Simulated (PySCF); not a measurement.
## Interval between two levels of Co(3+) by level of theory

Co(3+) [Ar] 3d6 [5D4, M_J = 4] → Co(3+) [Ar] 3d5 4s1 [7S3, M_J = 3], as a difference of total energies. Computed with PySCF 2.14 in x2c-SVPall-2c with one added diffuse shell each of s, d type (6s5p4d1f, 48 functions), with the two-component X2C-1e Hamiltonian. Correlated levels: [Ne] frozen; the 6 highest virtual spinors dropped. "Screened" scales the spin-orbit matrix elements by Boettger's factors to mimic the two-electron term; Breit and QED terms are absent.

```tsv
method	interval between two levels (cm⁻¹)
GHF (spin-free)	98402
GMP2 (spin-free)	103020
GHF (screened spin-orbit)	98987
GMP2 (screened spin-orbit)	103600
```

The labels give the starting determinants; with spin-orbit coupling the two ends relaxed to ⟨J²⟩ = 20.00, ⟨L²⟩ = 6.01, ⟨S²⟩ = 6.00 and ⟨J²⟩ = 12.00, ⟨L²⟩ = 0.00, ⟨S²⟩ = 12.00.
